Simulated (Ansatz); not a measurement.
Start from `[SiH3]CC1C[SiH2]1` and change one atom or group to get `C1C[SiH2]1`.

Ansatz, PBE0-D4/def2-TZVP geometries, multiplicity 1. Each molecule was computed in one conformer, which needn't be the lowest.

```csv
property,`[SiH3]CC1C[SiH2]1`
HOMO–LUMO gap (ωB97M-V/def2-TZVPP) / eV,10.53
HOMO energy (PBE/def2-TZVPP) / eV,-5.58
size of the dipole moment (B3LYP/def2-TZVPP) / D,0.78
LUMO energy (B3LYP/def2-TZVPP) / eV,-0.07
size of the dipole moment (PBE/def2-TZVPP) / D,0.66
HOMO–LUMO gap (PBE/def2-TZVPP) / eV,4.91
```

Task: Give the same properties after the change, and the shifts. (An estimate is asked.)

Result: The calculation gave: 
```tsv
property	`C1C[SiH2]1`	shift
HOMO–LUMO gap (ωB97M-V/def2-TZVPP) / eV	11.01	0.48
HOMO energy (PBE/def2-TZVPP) / eV	-5.81	-0.23
size of the dipole moment (B3LYP/def2-TZVPP) / D	0.06	-0.72
LUMO energy (B3LYP/def2-TZVPP) / eV	0.07	0.14
size of the dipole moment (PBE/def2-TZVPP) / D	0.23	-0.43
HOMO–LUMO gap (PBE/def2-TZVPP) / eV	5.30	0.39
```

With PBE0 the HOMO falls by 0.29 eV and the LUMO rises by 0.15 eV, so the gap widens by about 0.44 eV. PBE moves the HOMO by -0.23 eV and ωB97M-V by -0.35 eV. The zero-point energy changes by -113.5 kJ/mol with -18 modes. Dipoles are sizes alone; their direction can turn.

B3LYP here is the variant with VWN-RPA as its local correlation; programs differ in this.
